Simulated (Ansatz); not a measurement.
Cost and result for the atomization energy of CH6B2ClN (`BC(Cl)BN`) (11 atoms, 10 bonds).

```xyz
11

B     1.707   -0.055   -0.410
C     0.254    0.241   -0.813
Cl   -0.279   -0.426   -2.396
B    -0.662   -0.474    0.287
N    -1.415    0.277    1.173
H     2.349   -0.918   -0.926
H     2.161    0.566    0.508
H     0.028    1.311   -0.823
H    -0.699   -1.666    0.354
H    -2.006   -0.141    1.871
H    -1.438    1.284    1.175
```

The species carries charge 0 and has multiplicity 1. Geometry: relaxed with PBE0-D4/def2-TZVP. It is one conformer, not always the lowest. Program: Ansatz. All runs use 4 threads of an Intel Xeon 6975P-C on a shared host. Times are those of one run each, without the atoms' runs, and a repeat can differ threefold. Electronic energies, without spin–orbit coupling; frozen cores. CCSD(T)/CBS adds CCSD(T) − MP2 in def2-TZVPP to the MP2 limit, and its time is that of the two runs behind it. T1 = 0.012. HSE06 is the plane-wave form, built on full-range PBE exchange.

CCSD(T)/CBS is a level of theory with its own doubt, some kJ/mol a heavy atom from the limit and from the frozen cores, so smaller differences don't rank the functionals.

```csv
level,functions,wall time
revPBE-D4/def2-TZVPP,250,0.95 s
PBE-D4/def2-TZVPP (with forces),250,1.1 s
BHLYP-D4/def2-TZVPP,250,1.4 s
HSE06-D4/def2-TZVPP,250,1.6 s
CAM-B3LYP-D4/def2-TZVPP,250,1.6 s
r2SCANh-D4/def2-TZVPP,250,1.9 s
CCSD(T)/def2-SVP,104,2.2 s
B2PLYP/def2-TZVPP,250,2.6 s
ωB97X-V/def2-TZVPP,250,3.3 s
ωB97M-V/def2-TZVPP (with forces),250,4.7 s
MP2/def2-QZVPP,478,11 s
CCSD(T)/def2-TZVPP,250,32 s
CCSD(T)/CBS(def2),–,43 s
```

(1) What atomization energy does each give, and how far from CCSD(T)/CBS? (Estimate.)

Results:

(1) Computed: 
```tsv
level	atomization (kcal/mol)	difference from CCSD(T)/CBS	per bond
revPBE-D4/def2-TZVPP	956.6	3.9	0.4
PBE-D4/def2-TZVPP (with forces)	979.9	27.2	2.7
BHLYP-D4/def2-TZVPP	939.4	-13.3	-1.3
HSE06-D4/def2-TZVPP	966.3	13.6	1.4
CAM-B3LYP-D4/def2-TZVPP	966.0	13.3	1.3
r2SCANh-D4/def2-TZVPP	958.3	5.6	0.6
CCSD(T)/def2-SVP	907.1	-45.6	-4.6
B2PLYP/def2-TZVPP	950.6	-2.1	-0.2
ωB97X-V/def2-TZVPP	961.0	8.3	0.8
ωB97M-V/def2-TZVPP (with forces)	964.8	12.1	1.2
MP2/def2-QZVPP	960.0	7.3	0.7
CCSD(T)/def2-TZVPP	929.3	-23.4	-2.3
CCSD(T)/CBS(def2)	952.7	0.0	0.0
```

From PBE to PBE0 (25 % exact exchange), in def2-TZVPP and without D4, the atomization energy moves by −13.5 kcal/mol: exact exchange takes away binding that semilocal exchange gives to molecules. The D4 term adds +8.3 kcal/mol with B3LYP and +4.3 kcal/mol with PBE0; it sums over pairs of atoms, weighted by their polarisabilities, and B3LYP, whose exchange is more repulsive, gets the larger term. At CCSD(T), def2-SVP lies −45.6 kcal/mol from the extrapolated value and def2-TZVPP −23.5 kcal/mol: correlation converges slowly with the basis, and small sets miss more of it in the bonded molecule than in its fragments.

B3LYP here is the variant with VWN-RPA as its local correlation; programs differ in this.
